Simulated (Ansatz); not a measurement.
Cost and result for the atomization energy of `NB([SiH3])CF` (12 atoms, 11 bonds).

```xyz
12

N    -0.151    0.909    1.361
B     0.077    0.146    0.229
Si   -1.466   -0.498   -0.912
C     1.572   -0.200   -0.134
F     2.478    0.341    0.784
H    -1.060    1.188    1.685
H     0.615    1.233    1.933
H    -1.364    0.009   -2.311
H    -2.773   -0.038   -0.358
H    -1.507   -1.987   -0.991
H     1.737   -1.285   -0.158
H     1.841    0.180   -1.127
```

Charge 0, multiplicity 1. All single points use the PBE0-D4/def2-TZVP geometry. It is one conformer, not always the lowest. Program: Ansatz. All runs use 4 threads of an Arm Neoverse V2 on a shared host. Times are those of one run each, without the atoms' runs, and a repeat can differ threefold. Electronic energies, without spin–orbit coupling; frozen cores. CCSD(T)/CBS adds CCSD(T) − MP2 in def2-TZVPP to the MP2 limit, and its time is that of the two runs behind it. T1 = 0.013. B3LYP takes the VWN-RPA correlation (the form of Gaussian; ORCA's B3LYP/G).

CCSD(T)/CBS is a level of theory with its own doubt, some kJ/mol a heavy atom from the limit and from the frozen cores, so smaller differences don't rank the functionals.

```tsv
level	functions	wall time
PBE-D4/def2-TZVPP (with forces)	264	2.2 s
PBE0-D4/def2-TZVPP	264	2.7 s
B3LYP-D4/def2-TZVPP (with forces)	264	4.3 s
r2SCAN-D4/def2-TZVPP (with forces)	264	4.4 s
B2PLYP/def2-TZVPP	264	4.7 s
ωB97X-V/def2-TZVPP	264	7 s
ωB97M-V/def2-TZVPP (with forces)	264	10 s
MP2/def2-QZVPP	508	21 s
CCSD(T)/def2-TZVPP	264	2.8 min
CCSD(T)/CBS(def2)	–	3.2 min
```

(1) What atomization energy does each give, and how far from CCSD(T)/CBS? (An estimate is asked.)

Results:

(1) Computed: 
```csv
level,atomization (kJ/mol),difference from CCSD(T)/CBS,per bond
PBE-D4/def2-TZVPP (with forces),4340.3,83.6,7.6
PBE0-D4/def2-TZVPP,4269.4,12.7,1.2
B3LYP-D4/def2-TZVPP (with forces),4283.6,26.9,2.4
r2SCAN-D4/def2-TZVPP (with forces),4274.0,17.3,1.6
B2PLYP/def2-TZVPP,4226.4,-30.3,-2.8
ωB97X-V/def2-TZVPP,4289.6,32.9,3.0
ωB97M-V/def2-TZVPP (with forces),4284.3,27.6,2.5
MP2/def2-QZVPP,4257.0,0.3,0.0
CCSD(T)/def2-TZVPP,4147.1,-109.6,-10.0
CCSD(T)/CBS(def2),4256.7,0.0,0.0
```

In def2-TZVPP, CCSD(T) changes the Hartree–Fock value by +1010.1 kJ/mol (the triples alone add +55.0 kJ/mol) and MP2 by +1055.1 kJ/mol; breaking electron pairs costs correlation energy, which Hartree–Fock lacks. The D4 term adds +34.6 kJ/mol with B3LYP and +18.3 kJ/mol with PBE0; it sums over pairs of atoms, weighted by their polarisabilities, and B3LYP, whose exchange is more repulsive, gets the larger term. From PBE to PBE0 (25 % exact exchange), in def2-TZVPP and without D4, the atomization energy moves by −67.6 kJ/mol: exact exchange takes away binding that semilocal exchange gives to molecules.
